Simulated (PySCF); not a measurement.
propan-2-ylcyclopropane (C₆H₁₂), SMILES CC(C)C1CC1.

The structure is a stationary point at B3LYP-D3(BJ)/def2-SVP. One conformer was computed; it need not be the lowest.

All values below come from PySCF with B3LYP-D3(BJ)/def2-SVP.

Harmonic, unscaled wavenumbers; measured fundamentals usually lie a few per cent lower.

| mode | ν (cm⁻¹) | IR (km/mol) | moving atoms (share of kinetic energy) |
|---|---|---|---|
| 1 | 57 | 0.0 | C 59 %, H 41 % |
| 2 | 222 | 0.0 | H 74 %, C 26 % |
| 3 | 251 | 0.0 | H 75 %, C 25 % |
| 4 | 261 | 0.1 | H 56 %, C 44 % |
| 5 | 283 | 0.1 | H 53 %, C 47 % |
| 6 | 373 | 0.2 | C 57 %, H 43 % |
| 7 | 444 | 0.2 | C 66 %, H 34 % |
| 8 | 525 | 0.6 | C 55 %, H 45 % |
| 9 | 719 | 2.4 | C 59 %, H 41 % |
| 10 | 787 | 0.4 | H 92 %, C 8 % |
| 11 | 826 | 5.6 | H 83 %, C 17 % |
| 12 | 885 | 4.3 | C 60 %, H 40 % |
| 13 | 915 | 5.7 | C 59 %, H 41 % |
| 14 | 928 | 3.4 | H 72 %, C 28 % |
| 15 | 956 | 1.9 | H 62 %, C 38 % |
| 16 | 979 | 6.8 | H 54 %, C 46 % |
| 17 | 1045 | 5.6 | H 68 %, C 32 % |
| 18 | 1060 | 1.8 | H 60 %, C 40 % |
| 19 | 1069 | 0.9 | H 69 %, C 31 % |
| 20 | 1115 | 6.4 | H 69 %, C 31 % |
| 21 | 1138 | 2.0 | H 77 %, C 23 % |
| 22 | 1160 | 1.6 | C 53 %, H 47 % |
| 23 | 1182 | 0.6 | H 68 %, C 32 % |
| 24 | 1199 | 0.2 | C 51 %, H 49 % |
| 25 | 1244 | 1.4 | H 62 %, C 38 % |
| 26 | 1332 | 4.5 | H 74 %, C 26 % |
| 27 | 1359 | 5.4 | H 67 %, C 33 % |
| 28 | 1383 | 2.7 | H 66 %, C 34 % |
| 29 | 1394 | 4.5 | H 72 %, C 28 % |
| 30 | 1412 | 5.5 | H 75 %, C 25 % |
| 31 | 1436 | 1.2 | H 92 %, C 8 % |
| 32 | 1461 | 0.4 | H 96 % |
| 33 | 1467 | 1.7 | H 95 % |
| 34 | 1479 | 7.6 | H 96 % |
| 35 | 1487 | 6.7 | H 93 % |
| 36 | 1502 | 3.1 | H 59 %, C 41 % |
| 37 | 3003 | 29.3 | H 92 % |
| 38 | 3020 | 26.8 | H 97 % |
| 39 | 3031 | 17.0 | H 97 % |
| 40 | 3100 | 9.2 | H 91 %, C 9 % |
| 41 | 3104 | 18.5 | H 91 %, C 9 % |
| 42 | 3107 | 50.6 | H 91 %, C 9 % |
| 43 | 3115 | 12.0 | H 91 %, C 9 % |
| 44 | 3120 | 26.1 | H 93 % |
| 45 | 3123 | 30.7 | H 95 % |
| 46 | 3128 | 8.5 | H 94 % |
| 47 | 3207 | 0.2 | H 89 %, C 11 % |
| 48 | 3217 | 18.7 | H 89 %, C 11 % |
